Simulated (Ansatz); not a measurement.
Born–Oppenheimer molecular dynamics of CH₇AlO₂ (11 atoms, charge 0, multiplicity 1). It starts from a rough guess of a transition structure, not a stationary point.

These are results of UKS PBE0-D4/6-31G (Ansatz 0.2.0), not measurements.

| Quantity | Value |
| --- | --- |
| ensemble | NVE (velocity Verlet) |
| time step | 0.5 fs |
| steps asked | 150 |
| starting velocities drawn for | 100 K |
| seed | 927911 |

First frame:

```xyz
11
Properties=species:S:1:pos:R:3
Al -0.674 -0.127 -0.432
C 1.287 0.249 0.687
O -0.620 -1.583 -1.176
O -1.395 1.302 -0.768
H 0.068 -0.148 1.247
H -0.838 -0.434 1.536
H 1.628 1.237 0.987
H 1.075 0.302 -0.442
H 2.101 -0.457 0.819
H -0.765 -2.442 -1.540
H -1.867 2.103 -0.917
```

How far do the bonds stretch over the last three quarters of this one trajectory? (Pairs bonded in most of those frames.)


```
  bond  mean (Å)  spread (Å)  shortest  longest
Al1–O3     1.761       0.027      1.71     1.80
Al1–O4     1.763       0.070      1.65     1.85
Al1–H6     1.660       0.128      1.43     1.86
 C2–H5     1.115       0.073      0.99     1.27
 C2–H7     1.096       0.022      1.05     1.14
 C2–H8     1.103       0.045      1.03     1.19
 C2–H9     1.095       0.022      1.06     1.14
O3–H10     0.968       0.017      0.93     1.00
O4–H11     0.969       0.010      0.95     0.99
```

Mean temperature of the second half: 1665 K. The conserved energy stayed within 0.9 meV per atom of its start (net change -0.099 meV per atom), so the integration is sound. The kinetic energy rose, since the run started high on the potential surface and went downhill. It ends in pieces (AlH3O2 + CH4), so much of that is their flight and rotation, not heat. A run of 0.075 ps of so small a system gives no equilibrium averages. The orbitals were unrestricted but ended closed-shell. Limits of this set-up: no polarisation functions.

Time of the run: 11 min on 1 thread of Arm Neoverse V1, on a shared host, peak memory 0.16 GiB.
